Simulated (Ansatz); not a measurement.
Born–Oppenheimer molecular dynamics of CH9NO2Si2 (15 atoms, charge 0, multiplicity 1). It goes on from the last frame of an earlier run, with new velocities.

All numbers below come from UKS B3LYP-D4/STO-3G (Ansatz).

```yaml
ensemble: NVE (velocity Verlet)
time_step: 0.5 fs
steps_asked: 100
starting_velocities_drawn_for: 100 K
masses: H 3.016 u
seed: 581216
```

First frame:

```xyz
15
Properties=species:S:1:pos:R:3
N -0.175 -2.495 0.418
C -0.874 -1.247 -0.218
Si -0.155 0.419 0.300
O -1.593 1.254 0.949
O 1.025 -0.173 1.434
Si 0.877 1.854 -1.244
H 0.617 -2.712 -0.321
H 0.476 -1.805 1.055
H -2.005 -1.292 0.083
H -0.762 -1.426 -1.275
H -1.122 2.201 1.030
H 1.916 0.081 0.967
H 0.833 3.293 -0.967
H 0.216 1.838 -2.626
H 2.361 1.722 -1.410
```

Task: What does the run give?

Result: The run went to its last step.

| Item | Value |
| --- | --- |
| steps done | 100 |
| time covered | 50 fs |
| mean temperature over the second half | 372 K |
| spread of the potential energy over the second half | 7.1 meV per atom |
| mean potential energy of the second half above the start | -30.5 meV per atom |

The conserved energy stayed within 0.18 meV per atom of its start (net change -0.069 meV per atom), so the integration is sound. The system heated up, since it started high on the potential surface and ran downhill. A run of 0.05 ps of so small a system gives no equilibrium averages. Limits of this set-up: minimal basis.

Task: What happens to the structure?

Result: The same pairs are bonded in the first frame and the last. Pairs count as bonded within 1.25 times the sum of covalent radii (0.12 Å more for H–H). Another seed would give other details.

Task: How do temperature and energy run in time?

Result: 
| time (fs) | T (K) | potential energy less start (eV) | conserved less start (meV/atom) |
| --- | --- | --- | --- |
| 0.0 | 100 | 0.000 | 0.00 |
| 2.5 | 215 | -0.195 | -0.09 |
| 5.0 | 325 | -0.380 | -0.11 |
| 7.5 | 377 | -0.467 | -0.06 |
| 10.0 | 470 | -0.623 | -0.14 |
| 12.5 | 415 | -0.530 | -0.09 |
| 15.0 | 316 | -0.363 | -0.05 |
| 17.5 | 313 | -0.359 | -0.08 |
| 20.0 | 315 | -0.363 | -0.10 |
| 22.5 | 282 | -0.306 | -0.02 |
| 25.0 | 421 | -0.540 | -0.10 |
| 27.5 | 519 | -0.707 | -0.17 |
| 30.0 | 376 | -0.465 | -0.06 |
| 32.5 | 281 | -0.305 | -0.02 |
| 35.0 | 355 | -0.430 | -0.10 |
| 37.5 | 389 | -0.488 | -0.13 |
| 40.0 | 319 | -0.369 | -0.05 |
| 42.5 | 345 | -0.413 | -0.09 |
| 45.0 | 391 | -0.491 | -0.11 |
| 47.5 | 362 | -0.442 | -0.09 |
| 50.0 | 301 | -0.339 | -0.07 |

Run time: 6.9 min on 1 thread of Intel(R) Xeon(R) 6975P-C (Granite Rapids), on a shared host, peak memory 0.2 GiB.
